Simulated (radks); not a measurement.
Coulomb parameter of the 5d shell of the platinum ion Pt2+ in the model configuration [Xe] 4f14 5d7 6s1, as a second difference U = [E(n + 1) + E(n - 1) - 2 E(n)] / (1)^2 with all orbitals relaxed. "Bare": the charge of the atom changes with n. "Screened": the 6s shell takes up the change at fixed total charge, which measures U(5d,5d) + U(6s,6s) - 2 U(5d,6s). Method: scalar-relativistic Kohn-Sham, PBEsol, spin-unpolarised, spherical densities, point nucleus; computed with a radial shooting solver on a logarithmic mesh with Libxc functionals.

| case | configuration | E - E(n) (eV) |
|---|---|---|
| start | [Xe] 4f14 5d7 6s1 | 0.000 |
| bare +1 | [Xe] 4f14 5d8 6s1 | -22.395 |
| bare -1 | [Xe] 4f14 5d6 6s1 | 34.970 |
| screened +1 | [Xe] 4f14 5d8 | -4.374 |
| screened -1 | [Xe] 4f14 5d6 6s2 | 5.619 |

U(bare) = 12.575 eV, U(screened by 6s) = 1.245 eV, against the Slater integral F0(5d,5d) = 16.213 eV with frozen orbitals.
